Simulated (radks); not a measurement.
The numbers below are computed, except where a source is named.
Question: Valence configurations of O II (all share [He]). Code: a radial shooting solver on a logarithmic mesh with Libxc functionals. Model: non-relativistic Kohn-Sham, LDA (Slater exchange, Perdew-Wang correlation), spin-unpolarised, spherical densities, point nucleus. Order these by energy: 2s0.5 2p4.5; 2s2 2p3; 2p5; 2s1.5 2p3.5; 2s1 2p4.

Answer: From the lowest, in eV above it: 2s2 2p3 0.000; 2s1.5 2p3.5 7.383; 2s1 2p4 14.781; 2s0.5 2p4.5 22.193; 2p5 29.620. NIST lists [He] 2s2 2p3 as the ground configuration; this level of theory agrees among the configurations tried. The energies are those of spherical spin-averaged densities, not of single terms.
